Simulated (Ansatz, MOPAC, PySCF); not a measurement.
System: SbCl₂, net charge 0, doublet state. SMILES: [Cl][Sb][Cl]
Coordinates optimised at B3LYP-D3(BJ)/def2-TZVP (Ansatz, a quantum-chemistry and plane-wave program):
```
Sb
Cl 1 2.3629
Cl 1 2.3629 2 98.97
```
Charge 0, spin multiplicity 2.

Quantity: vertical ionisation energy to the singlet, in eV. Conventions: PM7 with its own dispersion and hydrogen-bond terms; no spin-orbit coupling; frozen cores in correlated levels (noble-gas shells and the d and f shells of earlier blocks); dispersion terms only where a functional's name holds one; 6-31G* and kin with 6d, 5d where marked; UHF or UKS for open shells; each state is the SCF solution reached for its charge and spin; LANL2DZ with its own core potentials from Na on; def2 sets with scalar-relativistic core potentials past Kr; STO-3G and 3-21G all-electron and non-relativistic. First-principles rows: single points at B3LYP-D3(BJ) geometries (Ansatz). Semi-empirical rows: differences of heats of formation at the shared geometry for vertical values.

```csv
level,program,vertical ionisation energy to the singlet (eV)
AM1,MOPAC,8.69
PM3,MOPAC,9.36
PM6,MOPAC,9.05
PM7,MOPAC,8.93
MNDO,MOPAC,9.56
HF/6-31G* with LANL2DZ past Ar,Ansatz,8.91
PBE/6-31G* with LANL2DZ past Ar,Ansatz,8.49
B3LYP/STO-3G,Ansatz,7.08
B3LYP/3-21G,Ansatz,8.72
B3LYP/6-31G* with LANL2DZ past Ar,Ansatz,8.73
M06-2X/6-31G* with LANL2DZ past Ar (5d),PySCF,8.84
MP2/6-31G* with LANL2DZ past Ar,Ansatz,8.38
M06-2X/def2-TZVPD,PySCF,8.68
wB97X-V/def2-TZVPD,Ansatz,8.58
```

No value to compare with is used here. The 12 habitual levels span 7.08 (B3LYP/STO-3G) to 9.56 eV (MNDO); wB97X-V/def2-TZVPD gives 8.58.

The levels are drawn from those run, B3LYP/6-31G* more often than the rest, none by its result; left out are runs that failed, that the program found above a lower state of the same kind, or whose <S^2> lies over 0.5 above the pure value.
